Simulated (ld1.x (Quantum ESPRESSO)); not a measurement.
**Which change was made? (As, TM)**

ld1.x (Quantum ESPRESSO) 7.5 input, shortened:

```
&input
   title='As', zed=33., rel=2, dft='REVPBE', iswitch=3,
   config='[Ar] 3d10 4s2 4p2 4d-2', rel_dist='average'
 /
 &inputp
   pseudotype=2, tm=.true., lloc=-1, rcloc=1.35,
   nlcc=.true., new_core_ps=.true., rcore=1.00
 /
3
4S  1  0   2.00   0.00  1.20  1.20  0.0
4P  2  1   2.00   0.00  2.10  2.10  0.0
4D  3  2  -2.00   0.35  1.80  1.80  0.0
 &test
   configts(1)='4s2 4p2'
 /
```

Open shells are filled in proportion to 2j + 1 (rel_dist='average').

Cutoffs, loose and tight: the cutoffs (Ry, on a coarse ladder) from which the occupation-weighted sum of valence levels, in a spherical-Bessel basis at the reference potential, stays within 10 and 1 mRy of its value at 400 Ry. They do not see the model core or the augmentation charge, which bear on the density cutoff. Test errors are all-electron minus pseudo excitation energies from the reference, over the configurations 4s2 4p3; 4s2 4p1; 4s2 4p0; 4s1 4p4; 4s1 4p3; 4s2 4p3.3; 4s2 4p2.5; variants that change the core or the reference have their own tests.

The base gives: outcome: generated; cutoff, loose: 60 Ry; cutoff, tight: 160 Ry; bound ghosts: s; largest test error (meV): +13.

(1) After one change the result is: outcome: generated; cutoff, loose: 60 Ry; cutoff, tight: 160 Ry; bound ghosts: s; largest test error (meV): -61. Which change was it?
A. wave 4p (bound): rc 2.10 bohr becomes 4p (bound): rc 1.36 bohr
B. wave 4p (bound): rc 2.10 bohr becomes 4p (bound): rc 3.08 bohr
C. wave 4p (bound): rc 2.10 bohr becomes 4p (bound): rc 2.30 bohr

Results:

(1) B. The others give: wave 4p (bound): rc 2.10 bohr becomes 4p (bound): rc 1.36 bohr → outcome: generated; cutoff, loose: 80 Ry; cutoff, tight: 180 Ry; bound ghosts: s; largest test error (meV): +26 | wave 4p (bound): rc 2.10 bohr becomes 4p (bound): rc 2.30 bohr → outcome: generated; cutoff, loose: 60 Ry; cutoff, tight: 160 Ry; bound ghosts: s; largest test error (meV): -5.8.
